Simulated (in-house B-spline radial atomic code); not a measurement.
Ce⁷⁺. Computed with a B-spline radial atomic code. Model: all-electron spherical atom, spin shells full or empty, radial basis limit, no spin-orbit coupling, Breit or QED, empty-state partial waves extrapolated as (l+1/2)^-4, RPA, G0W0 and static COHSEX of the highest shell as one setting changes (uncorrelated shells keep exact exchange).

Given: element Ce; charge 7; filled core Kr; hamiltonian one-electron scalar X2C; mean-field start PBE0; highest l of empty states 9; nuclear rms radius 4.8771 fm; highest mean-field shell 5p up.

Shell: 4d 5 5, 5s 1 1, 5p 3 0 (electrons up and down).

```tsv
lowest nl shells left uncorrelated	RPA correlation energy (hartree)	G0W0 level (eV)	G0W0 minus most complete (meV)	COHSEX level (eV)	linearised minus solved G0W0 (meV)
0	-4.13	-110.28	0	-112.81	-33.2
1	-3.9427	-110.27	0.7	-112.81	-33.2
2	-3.7445	-110.27	0.9	-112.81	-33.2
3	-3.1738	-110.27	4.2	-112.81	-33.2
4	-2.992	-110.27	4.1	-112.81	-33.2
5	-2.4467	-110.28	-2.7	-112.83	-33.2
6	?	?	?	?	?
7	-1.401	-110.23	49.6	-112.73	-32.3
8	-0.94804	-110.24	39.8	-112.74	-32.7
9	?	?	?	?	?
10	-0.069679	-109.94	333.7	-111.64	-32.4
```

(1) What follows for lowest nl shells left uncorrelated = 6?

(2) What follows for lowest nl shells left uncorrelated = 9?

Results:

(1) RPA correlation energy -1.5575 hartree; G0W0 level -110.23 eV; G0W0 minus most complete 50 meV; COHSEX level -112.73 eV; linearised minus solved G0W0 -32.3 meV.

(2) RPA correlation energy -0.18556 hartree; G0W0 level -109.77 eV; G0W0 minus most complete 506 meV; COHSEX level -111.91 eV; linearised minus solved G0W0 -27.4 meV.
